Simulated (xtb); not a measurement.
xtb input (GFN1-xTB):

```bash
xtb mol.xyz --gfn 1 --opt tight --chrg 0 --uhf 0
```
mol.xyz:
```
13

Si     0.80172697     0.65942074    -0.30393476
C      1.69314382    -0.91129996    -0.72699685
F      1.34538183     1.13462435     1.13814831
N     -0.90119306     0.44712482    -0.28363841
Si    -1.86402725    -0.89644365     0.24012325
H      1.10131138     1.77216044    -1.22865872
H      1.39558728    -1.27416158    -1.71265824
H      2.77155911    -0.74193343    -0.73591068
H      1.48461135    -1.69607279     0.00195563
H     -1.42461926     1.28111385    -0.51725375
H     -2.79400996    -0.50227718     1.32512924
H     -0.94363425    -1.94240699     0.73383838
H     -2.67754968    -1.45179467    -0.86896539
```

End of the output:

```
      molecular mass/u    :      109.2503657
   center of mass at/Å    :        0.0137658       0.1355858      -0.1034078
  moments of inertia/u·Å² :        0.9593265E+02   0.3169698E+03   0.3804050E+03
rotational constants/cm⁻¹ :        0.1757236E+00   0.5318372E-01   0.4431496E-01
Note: The following floating-point exceptions are signalling: IEEE_DENORMAL
normal termination of xtb

 * 12 selected distances

     #   Z          #   Z                                           value/Å
     1  14 Si       2   6 C                                       1.8982825 (max)
     1  14 Si       3   9 F                                       1.5919747
     1  14 Si       4   7 N                                       1.7593199
     4   7 N        5  14 Si                                      1.7393166
     1  14 Si       6   1 H                                       1.4442053
     2   6 C        7   1 H                                       1.0944901
     2   6 C        8   1 H                                       1.0957583
     2   6 C        9   1 H                                       1.0965444
     4   7 N       10   1 H                                       1.0208955 (min)
     5  14 Si      11   1 H                                       1.4514673
     5  14 Si      12   1 H                                       1.4488384
     5  14 Si      13   1 H                                       1.4530442

 * 6 distinct bonds (by element types)

   Z      Z             #   av. dist./Å        max./Å        min./Å
   1 H    6 C           3     1.0955976     1.0965444     1.0944901
   1 H    7 N           1     1.0208955     1.0208955     1.0208955
   1 H   14 Si          4     1.4493888     1.4530442     1.4442053
   6 C   14 Si          1     1.8982825     1.8982825     1.8982825
   7 N   14 Si          2     1.7493182     1.7593199     1.7393166
   9 F   14 Si          1     1.5919747     1.5919747     1.5919747

optimized geometry written to: xtbopt.xyz

           -------------------------------------------------
          | TOTAL ENERGY              -18.640187104905 Eh   |
          | GRADIENT NORM               0.000073852430 Eh/α |
          | HOMO-LUMO GAP               6.278260041836 eV   |
           -------------------------------------------------

------------------------------------------------------------------------
------------------------------------------------------------------------
 total:
 SCF:
 ANC optimizer:
```
